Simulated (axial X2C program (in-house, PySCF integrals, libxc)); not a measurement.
**Spectroscopic constants of WB**

Calculated with an in-house relativistic program for diatomic molecules. Spin-free means the one-electron spin-free X2C Hamiltonian; two-component (2c) means X2C with spin–orbit coupling and atomic mean-field two-electron Coulomb and Gaunt terms, so the difference of the two also holds small scalar two-electron terms. Basis: W dyall-v3z [13s14p9d7f2g], B dyall-v3z [7s6p2d1f] (cores contracted in-house); Gaussian nuclei, density fitting, unrestricted open shells. Masses: W 183.951 u, B 11.009 u.

State, spin-free: M_S = 5/2, Λ = 0 (beyond evenly filled blocks: σα, π+α, π-α, δ+α, δ-α); electrons by block: σα: 16, σβ: 15, π+α: 8, π+β: 7, π-α: 8, π-β: 7, δ+α: 4, δ+β: 3, δ-α: 4, δ-β: 3, φ+α: 1, φ+β: 1, φ-α: 1, φ-β: 1. Fragments: W + B.

State, 2c: Ω = 5/2 (⟨Sz⟩ = 2.48, ⟨Lz⟩ = 0.02 at HF); electrons by block: 1/2: 23, -1/2: 23, 3/2: 11, -3/2: 11, 5/2: 5, -5/2: 4, 7/2: 1, -7/2: 1. Fragments: W + B.

| Hamiltonian | level | Re (Å) | ωe (cm⁻¹) | Be (cm⁻¹) | αe (cm⁻¹) | k (mdyn/Å) | μ (D) |
| --- | --- | --- | --- | --- | --- | --- | --- |
| spin-free | PBE0 | 2.098 | 568.0 | 0.3687 | 0.00265 | 1.97 | -3.14 |
| spin-free | HF | 2.202 | 401.7 | 0.3347 | 0.00667 | 0.987 | -0.59 |
| 2c | HF | 2.196 | 406.3 | 0.3365 | 0.00682 | 1.01 | -0.56 |

Dipoles are positive if B is the positive end.

De is not given where an atomic determinant may have missed its ground term or J level, or where the truncated virtual space spoils (T). The state is one determinant with fixed occupations, lowest in a PBE0 search at one distance only: followed along the bond, the 2c determinant Ω = 7/2 reaches 0.16 eV lower at PBE0, at Re = 1.939 Å, so the state shown is not the lowest. With several unpaired electrons one determinant need not be a pure state. Some points did not converge and are left out. This is the top spin component of a Σ state; components of lower Ω are not single determinants and can lie lower. The determinant is spin-polarised beyond a pure state at some levels (its spin-free form has ⟨S²⟩ too high), which makes Re and μ there less reliable.

No reliable constants came from BLYP (2c), BLYP (spin-free), LDA (2c), LDA (spin-free), MP2 (2c), MP2 (spin-free), PBE0 (2c): no minimum in range, unconverged points, a curve that is not smooth, a change of character along it, or the two Hamiltonians disagreeing along it.

Rough cost a point (2c) on 1 thread(s) of a shared host, integrals apart: HF 4 s.

The whole task took 5.7 min on 1 thread of Arm Neoverse N1 (shared host).
